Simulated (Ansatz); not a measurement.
Born–Oppenheimer molecular dynamics of CH11NOSi2 (16 atoms, charge 0, multiplicity 1). It starts from a rough guess of a transition structure, not a stationary point.

Level of theory: Ansatz 0.2.0, UKS BHLYP/STO-3G.

```json
{"ensemble": "NVE (velocity Verlet)", "time step": "0.5 fs", "steps asked": "150", "starting velocities drawn for": "600 K", "seed": "30015"}
```

First frame:

```xyz
16
Properties=species:S:1:pos:R:3
Si -0.320 1.074 -0.086
O 0.018 -0.916 -0.536
C -0.393 -1.750 -1.585
H -1.632 0.929 -0.732
H -0.451 2.361 0.630
N 1.097 1.446 -0.977
H -0.013 -0.962 0.742
Si 0.061 0.090 2.288
H -0.260 -1.222 -2.531
H -1.448 -2.024 -1.478
H 0.216 -2.658 -1.594
H 1.480 0.794 -1.637
H 1.338 2.394 -1.200
H 0.285 -1.146 3.066
H 1.169 0.944 2.719
H -1.146 0.646 2.910
```

(1) How far do the bonds stretch over the last three quarters of this one trajectory? (Pairs bonded in most of those frames.)

## Answers

(1) 
```
   bond  mean (Å)  spread (Å)  shortest  longest
 Si1–H4     1.443       0.062      1.35     1.54
 Si1–H5     1.445       0.029      1.40     1.50
 Si1–N6     1.771       0.049      1.69     1.84
Si1–Si8     2.286       0.130      2.11     2.47
  O2–C3     1.469       0.053      1.38     1.55
  O2–H7     1.049       0.104      0.87     1.21
  C3–H9     1.106       0.022      1.06     1.14
 C3–H10     1.107       0.023      1.07     1.14
 C3–H11     1.102       0.022      1.06     1.14
 N6–H12     1.042       0.040      0.97     1.10
 N6–H13     1.039       0.021      0.99     1.08
Si8–H14     1.443       0.027      1.40     1.49
Si8–H15     1.441       0.022      1.40     1.49
Si8–H16     1.441       0.016      1.41     1.47
```

Mean temperature of the second half: 1422 K. The conserved energy stayed within 1.1 meV per atom of its start (net change -0.28 meV per atom), so there is no drift, though single steps change it by up to 20 meV in the whole system, a sign of fast motions only just resolved. The system heated up, since it started high on the potential surface and ran downhill. A run of 0.075 ps of so small a system gives no equilibrium averages. The orbitals stay closed-shell, which can raise the energy where a bond breaks towards radicals; this wasn't checked here. Limits of this set-up: minimal basis.

Time of the run: 7.7 min on 1 thread of Intel(R) Xeon(R) 6975P-C (Granite Rapids), with other jobs on the host, peak memory 0.18 GiB.
